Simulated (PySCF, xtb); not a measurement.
OsO4, SMILES [O]=[Os](=[O])(=[O])=[O], multiplicity 1.

Harmonic wavenumbers (cm⁻¹) from GFN2-xTB (xtb) at its own minimum, in rising order: 275, 275, 275, 300, 301, 832, 915, 915, 915.

Problem. What does B3LYP-D3(BJ)/def2-SVP in PySCF 2.14.0 give at its own minimum? (The exact figures need the calculation; the answer reports its results.)

Solution. 335, 335, 335, 339, 339, 994, 994, 994, 1012. Paired by order, the mean absolute difference is 75 cm⁻¹ and the zero-point energies are 7.2 and 8.1 kcal/mol.
